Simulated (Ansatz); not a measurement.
Zr4O8⁻. The state is a doublet with charge -1. Geometry PBE-D4/def2-SVP; atoms count from 1.

```tsv
atom	x (Å)	y (Å)	z (Å)
Zr1	0.072	-1.669	-0.333
Zr2	-0.756	0.521	-2.404
Zr3	0.466	1.619	0.255
Zr4	-0.128	-0.438	2.533
O5	-1.079	1.937	-1.172
O6	1.212	-0.349	1.139
O7	0.883	0.152	-1.443
O8	1.616	2.990	0.376
O9	-1.445	-1.117	-1.719
O10	0.870	-3.223	-0.737
O11	-0.672	1.316	2.027
O12	-1.038	-1.739	1.480
```

In the def2 sets Zr takes a core potential; there is no spin–orbit coupling. No other spin state of charge -1 was run. The structure comes from a short search, and lower isomers may exist.

Q: Estimate the Mulliken populations from the PBE0/def2-SVP orbitals of Ansatz.

A: 
```
atom  charge (e)  spin (α − β)  d electrons
 Zr1        0.94          0.04         2.19
 Zr2        0.89          0.49         2.16
 Zr3        0.94          0.04         2.19
 Zr4        0.89          0.49         2.16
  O5       -0.60         -0.01            –
  O6       -0.68         -0.01            –
  O7       -0.68         -0.01            –
  O8       -0.44          0.00            –
  O9       -0.60         -0.01            –
 O10       -0.44          0.00            –
 O11       -0.60         -0.01            –
 O12       -0.60         -0.01            –
```
Mulliken values and Mayer orders depend strongly on the basis.

Q: Where does the spin sit?

A: Summed by element: Zr 1.05, O -0.05, of 1 unpaired in all. Largest on single atoms: Zr4 0.49, Zr2 0.49, Zr1 0.04.

Q: And the Mayer bond orders between bonded heavy atoms (over 0.3)?

A: Zr1–O6 0.42 (2.28 Å); Zr1–O7 0.42 (2.28 Å); Zr1–O9 0.70 (2.13 Å); Zr1–O10 2.33 (1.79 Å); Zr1–O12 0.70 (2.13 Å); Zr2–O5 1.41 (1.90 Å); Zr2–O7 1.19 (1.94 Å); Zr2–O9 1.41 (1.90 Å); Zr3–O5 0.70 (2.13 Å); Zr3–O6 0.42 (2.28 Å); Zr3–O7 0.42 (2.28 Å); Zr3–O8 2.33 (1.79 Å); Zr3–O11 0.70 (2.13 Å); Zr4–O6 1.19 (1.94 Å); Zr4–O11 1.41 (1.90 Å); Zr4–O12 1.41 (1.90 Å). Values over 0.3 also appear between atoms too far apart for a bond (Zr2–Zr4 0.41 at 5.07 Å); they arise where an orbital or an unpaired electron spreads over both atoms.
